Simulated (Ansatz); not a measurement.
Isolated molecules relaxed with PBE0-D4/def2-TZVP in Ansatz; ΔE leaves out vibrations. CCSD(T)/CBS adds triple-zeta CCSD(T) − MP2 to the extrapolated MP2 energy (def2 sets, frozen cores). This one scheme is used for every species. DFT in def2-TZVPP. B3LYP here is the variant with VWN-RPA as its local correlation; programs differ in this. Each species was taken in one conformer, which may not be the lowest.

Reaction (ligand exchange at the Si–C bond): `N=C(S)[SiH2]O` + `F[Si](S)(Cl)Cl` → `O[SiH2]S[Si](F)(Cl)Cl` + `N=CS`

`N=C(S)[SiH2]O`:

```xyz
10

N    -0.493   -1.396   -0.783
C     0.159   -0.743    0.089
S     1.231   -1.484    1.277
Si   -0.115    1.134    0.014
O    -1.170    1.347   -1.214
H    -0.355   -2.408   -0.754
H     1.607   -0.347    1.887
H    -0.654    1.599    1.317
H     1.187    1.806   -0.229
H    -1.398    0.491   -1.605
```

`F[Si](S)(Cl)Cl`:

Z-matrix (Å, degrees):
```
Si
S 1 2.099
Cl 1 2.021 2 107.3
F 1 1.581 2 111.6 3 -118.5
Cl 1 2.027 2 112.9 3 122.3
H 2 1.346 1 92.8 3 -175.8
```

`O[SiH2]S[Si](F)(Cl)Cl`:

Cartesian coordinates in Å:
```
O 0.249 1.029 -1.987
Si 1.241 0.367 -0.873
S 0.506 -1.524 -0.117
Si -0.975 -0.746 1.135
F -1.701 0.471 0.404
Cl -2.361 -2.164 1.524
Cl -0.271 0.003 2.882
H -0.633 1.278 -1.698
H 2.501 0.026 -1.560
H 1.443 1.260 0.291
```

`N=CS`:

```xyz
6

N    -0.821    0.613    0.340
C    -0.029   -0.354    0.166
S     1.371   -0.275   -0.876
H    -1.568    0.357    0.983
H    -0.116   -1.341    0.634
H     1.162    1.000   -1.248
```

Is it downhill or uphill in electronic energy at CCSD(T)/CBS, and by how much? (An estimate is asked.)

Ansatz gave: Downhill: ΔE = -70.0 kJ/mol.

What do these levels give: B3LYP-D4, ωB97X-V, ωB97M-V, B2PLYP, PBE, r2SCAN, HF/def2-TZVPP, CCSD/def2-TZVPP, CCSD(T)/def2-TZVPP, HF/def2-QZVPP, SCS-MP2/def2-QZVPP, HF/CBS(def2)? (Best estimate.)

Computed: B3LYP-D4 -70.2, ωB97X-V -71.9, ωB97M-V -72.1, B2PLYP -68.3, PBE -67.1, r2SCAN -70.3, HF/def2-TZVPP -72.6, CCSD/def2-TZVPP -68.2, CCSD(T)/def2-TZVPP -67.6, HF/def2-QZVPP -72.3, SCS-MP2/def2-QZVPP -71.6, HF/CBS(def2) -72.3 kJ/mol.

Largest T1 diagnostic among the species: 0.014.

The D4 term adds −4.1 kJ/mol with B3LYP and −2.6 kJ/mol with PBE0; it sums over pairs of atoms, weighted by their polarisabilities, and B3LYP, whose exchange is more repulsive, gets the larger term. From PBE to PBE0 (25 % exact exchange), in def2-TZVPP and without D4, ΔE moves by −3.6 kJ/mol.
